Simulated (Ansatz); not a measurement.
BeH2S (SMILES [BeH][SH]) moved off its minimum; all values from Ansatz (a program for electronic structure), cores frozen in correlated methods.
(charge 0, multiplicity 1)
```xyz
4

Be    -0.7709    -0.6354    -0.9066
H     -1.5176    -1.3360    -1.9370
S      0.1442     0.1922     0.3511
H      0.6397    -0.8913     0.8503
```

Problem. Give the forces (eV/Å), the total energy and the dipole at CCSD(T)/aug-cc-pV(T+d)Z.

Solution. 
```tsv
atom	Fx	Fy	Fz
Be1	-2.372	-2.311	-3.282
H2	0.734	0.736	1.019
S3	1.072	2.914	1.705
H4	0.566	-1.339	0.558
```
Energy -413.6470 hartree, dipole 0.79 D.
